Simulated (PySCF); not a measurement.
One of the candidates below gave these computed data.

All candidates are C2H10F2Si3.

| technique | computed result |
| --- | --- |
| UV, strongest line | among the 8 lowest singlet transitions: S7 at 8.33 eV (149 nm, f = 0.153) [TDDFT PBE0/def2-SVPD] |
| Dipole | 1.80 D [PBE0/def2-SVPD] |
| 13C NMR | chemical shifts (computed TMS as zero) by class: 125.4 (1 C), 6.7 (1 C) ppm [GIAO PBE0/pcSseg-1] |
| Triplet | lowest triplet excitation (Tamm–Dancoff): 7.26 eV [TDA PBE0/def2-SVPD] |
| UV, first state | lowest singlet excitation: 7.68 eV (162 nm, f = 0.030) [TDDFT PBE0/def2-SVPD] |
| Rotational structure | rotational constants A, B, C: 1.378, 1.276, 1.113 GHz [GFN2-xTB] |
| Polarisability | 105.2 au [PBE0/def2-SVPD] |

Electronic properties: PySCF, gas phase, density fitting. Levels stand in brackets. Geometry: GFN2-xTB; no solvent, vibrations or thermal averaging. Each NMR value is the plain mean over a class of atoms that symmetry, rotation or inversion makes alike.

Task: Which candidate is it?
A. `FC[SiH2][C@H](F)[SiH2][SiH3]`
B. `FC(F)C([SiH3])([SiH3])[SiH3]`
C. `FC(F)C[SiH]([SiH3])[SiH3]`
D. `F[SiH2][C@](F)([SiH3])C[SiH3]`

Result: B. It is `FC(F)C([SiH3])([SiH3])[SiH3]`. Numbering: `[F:1][CH:2]([F:3])[C:4]([SiH3:5])([SiH3:6])[SiH3:7]`. Its formula, C2H10F2Si3, gives 0 degrees of unsaturation, so no ring and no π bond. 2 carbons fall into 2 classes; from least to most shielded: CHF2 carbon [C2] (125.4 ppm), sp3 carbon bound to silicon [C4] (6.7 ppm). The optimised geometry has point group Cs and is an asymmetric top.

The others, at the same levels:
- `F[SiH2][C@](F)([SiH3])C[SiH3]` fails: its computed 13C shifts are 90.7 (1 C), 19.0 (1 C) ppm, lowest singlet excitation is 5.95 eV (208 nm, f = 0.022) (against 7.68 eV) and lowest triplet excitation (Tamm–Dancoff) is 5.52 eV (against 7.26 eV).
- `FC[SiH2][C@H](F)[SiH2][SiH3]` fails: its computed 13C shifts are 82.2 (1 C), 77.3 (1 C) ppm, lowest singlet excitation is 6.35 eV (195 nm, f = 0.135) (against 7.68 eV) and lowest triplet excitation (Tamm–Dancoff) is 5.75 eV (against 7.26 eV).
- `FC(F)C[SiH]([SiH3])[SiH3]` fails: its computed 13C shifts are 123.6 (1 C), 24.3 (1 C) ppm, lowest singlet excitation is 6.48 eV (191 nm, f = 0.109) (against 7.68 eV) and lowest triplet excitation (Tamm–Dancoff) is 5.57 eV (against 7.26 eV).

Each candidate is one conformer, not necessarily the lowest. The conformers computed, where there is a choice (atom-mapped SMILES and torsion angles):
- `[F:1][CH:2]([F:3])[C:4]([SiH3:5])([SiH3:6])[SiH3:7]`: F1–C2–C4–Si5 -59°
- `[F:1][SiH2:2][C@:3]([F:4])([SiH3:5])[CH2:6][SiH3:7]`: F1–Si2–C3–F4 -172°, Si2–C3–C6–Si7 -67°
- `[F:1][CH2:2][SiH2:3][C@H:4]([F:5])[SiH2:6][SiH3:7]`: F1–C2–Si3–C4 180°, C2–Si3–C4–F5 -52°, Si3–C4–Si6–Si7 167°
- `[F:1][CH:2]([F:3])[CH2:4][SiH:5]([SiH3:6])[SiH3:7]`: F1–C2–C4–Si5 -58°, C2–C4–Si5–Si6 -65°
